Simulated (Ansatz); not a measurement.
System: SiH$_{3}$F, charge 0, singlet. SiH3F (SMILES F[SiH3]).
B3LYP-D3(BJ)/def2-TZVP minimum from Ansatz (a first-principles code):
```xyz
5

Si    -0.4862     0.0000    -0.1271
F      1.0677    -0.0001     0.2790
H     -0.8510     1.3637    -0.5621
H     -0.6773    -0.9663    -1.2277
H     -1.2744    -0.3971     1.0573
```
Charge 0, spin multiplicity 1.

Total energies in cc-pV(D+d)Z, 14 correlated electrons, 6 frozen orbitals. UHF or UKS for unpaired electrons; spin-orbit terms are left out. Correlated methods leave the cores frozen. No relativity.

```
method    program  energy (Eh)  minus CCSDTQ (mEh)
--------  -------  -----------  ------------------
HF         Ansatz   -390.17332              324.00
MP2        Ansatz   -390.46688               30.44
CCSD       Ansatz   -390.49148                5.84
CCSD(T)    Ansatz   -390.49631                1.02
CCSDT(Q)   Ansatz   -390.49735               -0.03
CCSDTQ     Ansatz   -390.49733                0.00
```

Rough core times of Ansatz's runs on a shared machine: CCSD(T) under 20 s, CCSDT(Q) 30 s, CCSDTQ 30 min.
